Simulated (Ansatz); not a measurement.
`F[SiH]([SiH3])I` + HCl → `F[SiH]([SiH3])Cl` + HI at 700 K and 1 bar (ligand exchange at the Si–I bond).

Gas-phase electronic energies from Ansatz, PBE0-D4/def2-TZVP geometries. CCSD(T)/CBS is the MP2 limit (def2-TZVPP, def2-QZVPP) plus CCSD(T) − MP2 in def2-TZVPP, frozen cores. This one scheme is used for every species. def2 core potentials past Kr. For I outer-core shells are correlated without core-valence functions, which leaves a few kJ/mol of doubt a bond.

```json
{"species": "`F[SiH]([SiH3])I`", "CCSD(T)/CBS energy (Eh)": "-977.89058", "H − E (kJ/mol)": "169.9", "S (J/(mol·K))": "469.0"}
{"species": "HCl", "CCSD(T)/CBS energy (Eh)": "-460.38127", "H − E (kJ/mol)": "38.4", "S (J/(mol·K))": "211.8"}
{"species": "`F[SiH]([SiH3])Cl`", "CCSD(T)/CBS energy (Eh)": "-1140.23962", "H − E (kJ/mol)": "170.5", "S (J/(mol·K))": "447.7"}
{"species": "HI", "CCSD(T)/CBS energy (Eh)": "-298.03592", "H − E (kJ/mol)": "34.6", "S (J/(mol·K))": "231.7"}
```

H − E and S are ideal-gas, rigid-rotor, harmonic terms from PBE0-D4/def2-TZVP, for one conformer and one mirror image of each species. 1 Eh = 2625.50 kJ/mol, R = 8.31446 J/(mol·K).

Q: By hand: ΔE, ΔH, ΔS and ΔG.

A: ΔE = (-1140.23962) + (-298.03592) − (-977.89058) − (-460.38127) = -0.00369 Eh = -9.7 kJ/mol. Δ(H − E) = 170.5 + 34.6 − 169.9 − 38.4 = -3.2, so ΔH = -12.9 kJ/mol. ΔS = 447.7 + 231.7 − 469.0 − 211.8 = -1.4 J/(mol·K). ΔG = -12.9 − 700 × (-1.4)/1000 = -11.9 kJ/mol.

Q: By hand: the equilibrium constant, and the temperature at which ΔG would vanish if ΔH and ΔS stayed fixed.

A: log₁₀ K = −ΔG/(RT ln 10) = 0.9. ΔG = 0 at ΔH/ΔS = 9214 K, far beyond where these terms or the molecules hold.

The number of gas molecules stays the same, so ΔS is small and ΔH decides. A doubt of 5 kJ/mol in ΔE shifts log₁₀ K by 0.4 here. Other conformers and mirror images would add mixing entropy, several J/(mol·K) or more a flexible species. These are equilibria of isolated gas molecules and say nothing of rates. Largest T1 diagnostic: 0.012 (customary marks: 0.02 for closed shells, 0.045 for open ones).
